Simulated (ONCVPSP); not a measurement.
Before and after: ONCV potential for bismuth

ONCVPSP 4.0.1 input, shortened (lines: element, Z, core and valence counts, functional; n l f; lmax; l rc ep ncon nbas qcut; lloc lpopt rc5 dvloc0; l nproj debl; icmod fcfact rcfact), BLYP, fully relativistic:

```
  Bi 83.00   12    3  -106131      upf
    1    0    2.00
    2    0    2.00
    2    1    6.00
    3    0    2.00
    3    1    6.00
    3    2   10.00
    4    0    2.00
    4    1    6.00
    4    2   10.00
    4    3   14.00
    5    0    2.00
    5    1    6.00
    5    2   10.00
    6    0    1.50
    6    1    3.50
    2
    0    1.75    0.00    4    7    3.00
    1    1.90    0.00    3    6    4.40
    2    1.70    0.00    4    8    9.10
    4    5    1.45    6.00
    0    3    1.70
    1    2    3.60
    2    3    1.90
    3    5.25    1.65
```

Open shells are filled in proportion to 2j + 1.

Change: core correction Teter function, fcfact 2.5, rcfact 1.65.

Cutoffs: the cutoffs (Ha) at which the residual kinetic energy of the hardest occupied pseudo-wave falls to 1 and 0.1 mHa per electron; they do not see the model core or the augmentation charge, which bear on the density cutoff. Errors are all-electron minus pseudo energies relative to the spin-unpolarised reference configuration.

**Question.** How do hardness, ghosts and transferability respond?

**Answer.** The potential gets neither clearly harder nor softer (28 Ha and 33 Ha → 28 Ha and 33 Ha); both files keep a bound ghost (s); of the 4 tests that both files solve, the error grows in 0 and shrinks in 4 by more than 15 % and 0.3 meV (median size 4.6 → 3.3 meV). A model core, the more so a compact one, raises the density cutoff, which this test does not measure.

| quantity | base | changed |
| --- | --- | --- |
| cutoff, loose | 28 Ha | 28 Ha |
| cutoff, tight | 33 Ha | 33 Ha |
| bound ghosts | s | s |
| GHOST(+) flags under 300 eV | p3/2 at 120.7 eV, p1/2 at 150.9 eV, s at 227.2 eV | p3/2 at 120.7 eV, p1/2 at 150.9 eV, s at 227.2 eV |
| error for 5d10 6s2 6p3, meV [ΔE -4.89 eV] | -2.6 | -1.8 |
| error for 5d10 6s2 6p2, meV [ΔE 3.08 eV] | -6.7 | -4.8 |
| error for 5d10 6s2 6p1, meV [ΔE 18.48 eV] | -28 | -16 |
| error for 5d10 6s1 6p4, meV [ΔE 4.98 eV] | -1.7 | -0.9 |
| s: phases at 1.77 bohr within 0.05 rad from the reference energy up to (Ha; the scan ends near 5) | to the end of the scan | to the end of the scan |
| p3/2: phases at 1.93 bohr within 0.05 rad from the reference energy up to (Ha; the scan ends near 5) | 4.3 | 4.3 |
| p1/2: phases at 1.93 bohr within 0.05 rad from the reference energy up to (Ha; the scan ends near 5) | 4.7 | 4.7 |
| d5/2: phases at 1.72 bohr within 0.05 rad from the reference energy up to (Ha; the scan ends near 5) | to the end of the scan | to the end of the scan |
| d3/2: phases at 1.72 bohr within 0.05 rad from the reference energy up to (Ha; the scan ends near 5) | to the end of the scan | to the end of the scan |
| rms error of d²Exc/dni dnj with the model core, mHa | 1.77 | 3.01 |

 A true bound ghost makes a file unfit for plane-wave use even where its test errors are small: the radial tests pick states by their node count and pass the ghost by.
